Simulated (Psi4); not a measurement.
Cl2Zn, singlet, geometry from GFN2-xTB (such geometries of metal compounds can be far from the true shape).

Psi4 was given this input:
```
memory 2 GB

molecule mol {
0 1
Zn    0.108251    0.380594    0.212101
Cl    1.309041   -0.005976   -1.495864
Cl   -1.500072   -0.665660    1.121568
}

set {
  basis def2-sv(p)
  reference rhf
}

energy('scf')
print_variables()
```

### Question
What nuclear repulsion energy does HF/def2-SV(P) in Psi4 give?

### Answer
293.4620 Eh

### Question
Give the total energy at the level HF/def2-SV(P).

### Answer
-2696.371881 Ha

### Question
Estimate the dipole moment that HF/def2-SV(P) returns for this input.

### Answer
4.07 D

### Question
Predict the number of basis functions from HF/def2-SV(P).

### Answer
60
